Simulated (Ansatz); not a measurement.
Program: Ansatz. Geometries: PBE0-D4/def2-TZVP. ΔE: electronic, gas phase. CCSD(T)/CBS adds triple-zeta CCSD(T) − MP2 to the extrapolated MP2 energy (def2 sets, frozen cores). This one scheme is used for every species. Functionals use def2-TZVPP. Elements past krypton have def2 core potentials. For Y outer-core shells are correlated without core-valence functions, which leaves a few kJ/mol of doubt a bond. One conformer a species, not always the lowest.

Consider the ligand exchange at a Y–N bond: `[NH2][Y]([F])[Cl]` + H–F → `[F][Y]([F])[Cl]` + NH₃.

```tsv
level	ΔE (kJ/mol)
ωB97M-V	-127.6
B2PLYP	-127.3
LC-ωPBE	-135.5
MP2/def2-TZVPP	-115.7
```

Task: What does CCSD(T)/CBS give? (Estimate.)

Result: Computed: -122.8 kJ/mol. The listed levels differ from it by -4.8, -4.5, -12.7, 7.1 kJ/mol.

Largest T1 diagnostic among the species: 0.014.

At CCSD(T), def2-SVP lies −11.7 kJ/mol from the extrapolated value and def2-TZVPP +5.9 kJ/mol. In def2-TZVPP, CCSD(T) changes the Hartree–Fock value by +15.2 kJ/mol (the triples alone add +1.2 kJ/mol) and MP2 by +16.4 kJ/mol.
